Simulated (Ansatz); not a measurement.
`[NH2][AlH][SiH2][TeH]` + HCl → `[NH2][AlH][Cl]` + `[SiH3][TeH]`  (cleavage of the Al–Si bond)

Computed with Ansatz on PBE0-D4/def2-TZVP structures; ΔE is electronic, products minus reactants. CBS: MP2 limit from def2 TZ/QZ plus the TZ coupled-cluster correction, frozen cores. This one scheme is used for every species. DFT in def2-TZVPP. def2 core potentials past Kr. For Te outer-core shells are correlated without core-valence functions, which leaves a few kJ/mol of doubt a bond. One conformer a species, not always the lowest.

CCSD(T)/CBS gives -151.3 kJ/mol.

Q: Another level gave -180.9 kJ/mol. Which?
A. r2SCAN-D4/def2-TZVPP
B. HF/def2-TZVPP
C. ωB97M-V/def2-TZVPP
D. PBE0/def2-TZVPP

A: B. HF/def2-TZVPP -180.9, ωB97M-V -158.7, r2SCAN-D4 -151.9, PBE0 -144.2 kJ/mol.

Largest T1 diagnostic among the species: 0.012.

The D4 term adds +6.4 kJ/mol with B3LYP and +3.8 kJ/mol with PBE0; it sums over pairs of atoms, weighted by their polarisabilities, and B3LYP, whose exchange is more repulsive, gets the larger term. From PBE to PBE0 (25 % exact exchange), in def2-TZVPP and without D4, ΔE moves by −8.1 kJ/mol.

B3LYP here is the variant with VWN-RPA as its local correlation; programs differ in this.
